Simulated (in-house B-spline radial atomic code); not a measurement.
# BP86 excitations of Br VI (Br5+)

Method: BP86. Computed with a B-spline radial code for spherical atoms: linear response of the closed shell [Ar] 3d10 4s2 with the functional's adiabatic kernel; non-relativistic, point nucleus, no spin-orbit coupling, no double excitations, S, P, D and F terms only; shells from n = 2 respond. Only terms of natural parity with L up to 3 were computed.

Without relativity these are model numbers for so heavy an element.

Command:
```bash
python run_td.py task.json out
```
Settings (radii: box in bohr, nucleus in fm):
```
Z                        35
electrons                30
configuration            [Ar] 3d10 4s2
hamiltonian              nr
method                   b88,p86
box_radius               16.35
intervals                54
```

Run time, properties included: 1.3 s on 1 thread of Arm Neoverse N1 (shared host).

The lowest states, in the order of their Tamm-Dancoff energies; the method's threshold (minus the highest occupied level) is 80.03 eV. Labels give the largest channel, * marks a mixed state, and oscillator strengths are full-response dipole values. Semilocal kernels can invert the small singlet-triplet splittings of Rydberg terms. Energies in eV:

```json
{"state": "4s → 4p 3P", "full response": "12.583", "Tamm-Dancoff": "12.758", "oscillator strength": "-"}
{"state": "4s → 4p 1P", "full response": "18.118", "Tamm-Dancoff": "18.811", "oscillator strength": "1.52"}
{"state": "4s → 4d 3D", "full response": "35.24", "Tamm-Dancoff": "35.31", "oscillator strength": "-"}
{"state": "4s → 4d 1D", "full response": "37.07", "Tamm-Dancoff": "37.10", "oscillator strength": "-"}
{"state": "4s → 5s 3S", "full response": "44.11", "Tamm-Dancoff": "44.12", "oscillator strength": "-"}
{"state": "4s → 5s 1S", "full response": "44.87", "Tamm-Dancoff": "44.91", "oscillator strength": "-"}
{"state": "4s → 5p 3P", "full response": "49.24", "Tamm-Dancoff": "49.25", "oscillator strength": "-"}
{"state": "4s → 5p 1P", "full response": "49.51", "Tamm-Dancoff": "49.56", "oscillator strength": "0.0778"}
{"state": "4s → 4f 3F", "full response": "53.11", "Tamm-Dancoff": "53.15", "oscillator strength": "-"}
{"state": "4s → 4f 1F", "full response": "53.47", "Tamm-Dancoff": "53.49", "oscillator strength": "-"}
{"state": "4s → 5d 3D", "full response": "?", "Tamm-Dancoff": "?", "oscillator strength": "-"}
{"state": "4s → 5d 1D", "full response": "57.36", "Tamm-Dancoff": "57.36", "oscillator strength": "-"}
{"state": "4s → 6s 3S", "full response": "?", "Tamm-Dancoff": "?", "oscillator strength": "-"}
{"state": "4s → 6s 1S", "full response": "59.91", "Tamm-Dancoff": "59.93", "oscillator strength": "-"}
{"state": "4s → 6p 3P", "full response": "62.09", "Tamm-Dancoff": "62.09", "oscillator strength": "-"}
{"state": "4s → 6p 1P", "full response": "62.13", "Tamm-Dancoff": "62.14", "oscillator strength": "0.0372"}
```

Where does 4s → 5d 3D lie?

At 57.07 eV in full response, 57.08 eV in Tamm-Dancoff.

Where does 4s → 6s 3S lie?

At 59.73 eV in full response, 59.73 eV in Tamm-Dancoff.

How large is the singlet-triplet splitting of 4s → 4p (P terms) in Tamm-Dancoff?

6.05 eV, from the unrounded values.

What polarisabilities and dispersion coefficient does the method give?

Dipole 3.786 bohr³, quadrupole 5.232 bohr⁵, C6 8.492 hartree·bohr⁶ for two such species.
